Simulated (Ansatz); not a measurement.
Question: Name a neutral molecule of B, C, F and H with HOMO energy (ωB97M-V/def2-TZVPP) between -9.90 and -9.60 eV and HOMO–LUMO gap (ωB97M-V/def2-TZVPP) between 10.45 and 10.75 eV (Ansatz, PBE0-D4/def2-TZVP geometry).

Answer: `CBB(C)F` (-9.85 eV, 10.51 eV); `CC(C)=CBF` (-9.81 eV, 10.48 eV). Other molecules can fit too; these were computed, each in one conformer that needn't be the lowest.
